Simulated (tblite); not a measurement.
Compound: C₇H₁₃F.
Z-matrix (Å and degrees, GFN2-xTB geometry), rows numbered from 1:
```
C 
C   1  1.5254
C   2  1.5397  1  114.30
C   3  1.5208  2  115.47  1    44.97
C   3  1.5318  2  103.39  1   -79.77
C   5  1.5339  3  104.74  2   -36.58
C   2  1.5337  1  110.85  3  -115.27
F   7  1.3864  2  109.39  1  -148.29
H   1  1.0882  2  109.96  3   174.41
H   1  1.0868  2  111.14  3    54.52
H   1  1.0863  2  110.55  3   -66.44
H   2  1.0935  1  108.78  3   124.43
H   3  1.0953  2  107.00  1   166.01
H   4  1.0869  3  111.16  2   -65.34
H   4  1.0878  3  109.86  2   174.97
H   4  1.0876  3  110.51  2    55.52
H   5  1.0887  3  111.96  2  -158.18
H   5  1.0909  3  109.70  2    82.15
H   6  1.0888  5  112.01  3   139.90
H   6  1.0899  5  111.12  3   -99.08
H   7  1.0950  2  112.88  1   -31.72
```

Method: GFN2-xTB as coded in tblite; computed harmonic values from a numerical Hessian at the method's own geometry, unscaled. Against measured fundamentals such values can be off by several per cent, at times by over 20. One conformer, not necessarily the lowest.

Harmonic wavenumbers (cm⁻¹): 39.7, 139.5, 206.9, 225.6, 245.5, 294.5, 312.7, 401.3, 442.4, 530.6, 582.8, 677.0, 813.7, 838.7, 898.6, 942.2, 954.1, 996.2, 1008.1, 1036.0, 1053.6, 1068.6, 1123.0, 1125.9, 1143.6, 1182.0, 1193.7, 1204.4, 1227.5, 1270.5, 1288.1, 1291.0, 1311.8, 1324.7, 1342.2, 1351.5, 1410.7, 1412.9, 1471.2, 1494.3, 1495.9, 1500.7, 1510.6, 1517.5, 2929.5, 2936.8, 2961.6, 2981.5, 3006.6, 3011.4, 3017.4, 3029.0, 3032.3, 3036.5, 3044.7, 3045.9, 3052.5.

A = 2804, B = 1673, C = 1431 MHz; mass 116.100 u (most abundant isotopes); point group C1, symmetry number 1.

Q: Zero-point energy?

A: ½Σν̃ = 40994 cm⁻¹ = 117.21 kcal/mol.

Q: What is S at 500 K and 1 bar for an ideal gas of classical rigid rotors and harmonic oscillators?

A: Translation 42.76, rotation 29.80, vibration 40.35: S = 112.9 cal/(mol K).

Q: And Cp and H(500 K) − H(0)?

A: Cp = 55.66 cal/(mol K), of which vibrations give 47.71 (their classical limit is 57 R = 113.3); H(500 K) − H(0) = 15.06 kcal/mol without the zero-point energy, 11.09 from vibrations.

Q: Blend soft modes into free rotors: weight 1/[1 + (100 cm⁻¹/ν̃)⁴] for the oscillator and the rest for a rotor with moment μB/(μ + B), μ = h/(8π²ν), B = 10⁻⁴⁴ kg m². What vibrational entropy results?

A: 38.19 cal/(mol K) in place of 40.35, which changes −T·S at 500 K by +1.08 kcal/mol.

Q: How do the functions run with temperature in this model?

A: 
| T (K) | S (cal/(mol K)) | Cp (cal/(mol K)) | H − H(0) (kcal/mol) | G − H(0) (kcal/mol) | ln q(vib) |
| --- | --- | --- | --- | --- | --- |
| 100 | 65.2 | 15.4 | 1.11 | -5.41 | 1.13 |
| 200 | 78.6 | 24.2 | 3.10 | -12.62 | 2.91 |
| 300 | 90.2 | 34.3 | 6.00 | -21.07 | 4.87 |
| 800 | 144.3 | 77.6 | 35.34 | -80.08 | 15.98 |
| 1000 | 162.7 | 87.3 | 51.88 | -110.81 | 20.48 |

q(vib) and H(0) count from the zero-point level.

Q: Which modes carry the vibrational entropy at 500 K?

A: 39.7 cm⁻¹: 6.30; 139.5 cm⁻¹: 3.81; 206.9 cm⁻¹: 3.05; 225.6 cm⁻¹: 2.88; 245.5 cm⁻¹: 2.72; 294.5 cm⁻¹: 2.37 cal/(mol K); the other 51 give 19.22 together.

Q: What must be added to the electronic energy to get the Gibbs energy at 500 K and 1 bar?

A: ZPE + [H(500 K) − H(0)] − T·S = 117.21 + 15.06 − 56.46 = 75.81 kcal/mol.

Hindered rotation and anharmonicity are outside this model. Other conformers, if any are populated, would add a mixing term that is left out. The structure is chiral; the term R ln 2 for an equal mix with its mirror image is left out.
